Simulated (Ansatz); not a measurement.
Mulliken charges of CH3BOSe, SMILES `[SeH]C1BO1` from r2SCAN/def2-TZVPP in Ansatz (PBE0-D4/def2-TZVP geometry).

| atom | x (Å) | y (Å) | z (Å) | charge (e) |
| --- | --- | --- | --- | --- |
| Se1 | -1.603 | 0.728 | -0.773 | -0.030 |
| C2 | -0.309 | 0.167 | 0.518 | 0.027 |
| B3 | 1.017 | -0.475 | 0.200 | 0.063 |
| O4 | 0.039 | -1.298 | 0.556 | -0.223 |
| H5 | -0.668 | 0.809 | -1.904 | 0.043 |
| H6 | -0.560 | 0.541 | 1.505 | 0.094 |
| H7 | 2.146 | -0.541 | -0.149 | 0.026 |

By hand: the dipole of these point charges (1 e Å = 4.8032 D).

Σ q r = (0.070, 0.314, -0.018) e Å, of length 0.322 e Å = 1.55 D.

How does the dipole of the full density compare? (Estimate.)

Computed: (0.256, 0.177, 0.003) e Å, 1.49 D; the point charges give 1.04 times that, at 43° from its direction.

Point charges leave out the atoms' own dipoles, such as those of lone pairs, and Mulliken's split depends on the basis, so the two needn't agree.
